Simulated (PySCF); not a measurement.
ZnCd: from constants to spectrum

LC-ωPBE constants of ZnCd, ¹Σ⁺ (singlet), closed shell (PySCF, scalar-relativistic core potentials, basis sets Zn def2-SVP, Cd def2-SVP with ECP28; masses 63.9291 and 113.9034 u):

- ωe: 24.0 cm⁻¹
- ωexe: 0.275 cm⁻¹
- Be: 0.032021 cm⁻¹
- αe: 0.000811 cm⁻¹
- De to Zn + Cd: 0.029 eV

Task: What force constant and bond length do these constants imply?

Result: Reduced mass μred = 40.947 u; k = 5.8918×10⁻⁷·μred·ωe² (u, cm⁻¹, mdyn/Å) = 0.0139 mdyn/Å; Re = √(16.8576/(μred·Be)) (u, cm⁻¹, Å) = 3.586 Å.

Task: Estimate the centrifugal constant D from the Kratzer relation and find the Dunham coefficient a1.

Result: D = 4Be³/ωe² = 2.28e-07 cm⁻¹; a1 = −1 − αeωe/(6Be²) = -4.16.

Closed-shell solutions of metal pairs were not tested for spin polarisation, which can lower them a little. The bond is weak. Basis-set superposition, not corrected here, can be much of De in a small basis, most of all at correlated wavefunction levels. Functionals without a dispersion term scatter widely for such bonds, and LDA overbinds them.
